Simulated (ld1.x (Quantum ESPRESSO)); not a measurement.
## Transferability test, TM potential for phosphorus

* Element: P
* Generator: ld1.x (Quantum ESPRESSO) 7.5
* Type: norm-conserving Troullier–Martins (Kleinman–Bylander form)
* Functional: PBEsol
* Relativity: scalar-relativistic
* Frozen core: [Ne]
* Valence charge: 5
* Reference configuration: 3s2 3p3
* Partial waves: 3s (bound): rc 2.02 bohr; 3p (bound): rc 1.55 bohr
* Local potential: all-electron potential smoothed inside 1.50 bohr (lloc = -1)
* Core correction: Bessel-smoothed model core, default radius (core density twice the valence density)

Energies are relative to the spin-unpolarised reference configuration 3s2 3p3; without spin polarisation the order of configurations can differ from experiment.

Task: Give the all-electron excitation energy and the error of the potential for: 3s2 3p2; 3s2 3p1; 3s2 3p0; 3s2 3p2.5; 3s1 3p4; 3s2 3p3.3; 3s0 3p5.

Result:

| valence configuration | charge | ΔE all-electron (eV) | error AE − PS (meV) |
| --- | --- | --- | --- |
| 3s2 3p2 | +1 | 9.698 | +5.2 |
| 3s2 3p1 | +2 | 28.810 | +39 |
| 3s2 3p0 | +3 | 58.515 | +137 |
| 3s2 3p2.5 | +0.5 | 3.760 | +0.8 |
| 3s1 3p4 | 0 | 8.509 | -8.4 |
| 3s2 3p3.3 | -0.3 | -1.299 | +0.3 |
| 3s0 3p5 | 0 | 17.152 | -36 |
